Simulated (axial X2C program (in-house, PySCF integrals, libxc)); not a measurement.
**Worked dissociation energy of BeCl⁺: CCSD(T), 2c**

Computed with an axial X2C code built on PySCF integrals. Two-component (2c) means X2C with spin–orbit coupling and atomic mean-field two-electron Coulomb and Gaunt terms. Basis: Cl dyall-av3z [9s8p3d2f], Be dyall-cv3z [8s8p3d1f] (cores contracted in-house); Gaussian nuclei, density fitting, unrestricted open shells. Masses: Cl 34.969 u, Be 9.012 u.

Molecular state: Ω = 0 (closed shell).

Correlated methods: 8 electrons correlated (number of frozen shells: Cl 2 s, 1 p; Be 1 s), 176 virtual spin orbitals or spinors in MP2, 90 natural virtuals in coupled cluster.

* E(Cl) (2M_J = 3): -461.022263 hartree
* E(Be+) (2M_J = 1): -14.279566 hartree
* E(BeCl⁺) at Re: -475.464344 hartree
* ωe: 1007.5 cm⁻¹
* ωexe: 5.21 cm⁻¹

Problem. Work out De and D0.

Solution. De = -461.022263 + (-14.279566) − (-475.464344) = 0.16251 hartree = 4.422 eV. The zero-point energy is ωe/2 − ωexe/4 = 502 cm⁻¹ = 0.062 eV, so D0 = 4.360 eV.

Occupations by symmetry block were frozen at the best pattern of an incomplete PBE0 search. The closed shell is kept restricted, so the energy runs too high when the bond is stretched far. Dissociation energies refer to the lowest single-determinant-based atoms at the same level and basis. Coupled cluster ran in a truncated set of natural virtual spinors; the MP2 energy of the rest was added. (T) has no such correction and the atoms are truncated less, which lowers De at CCSD(T) by a hundredth of an eV or more.

Each atomic determinant is the lowest at this level and need not be a pure J level. Totals compare only within one Hamiltonian and basis.
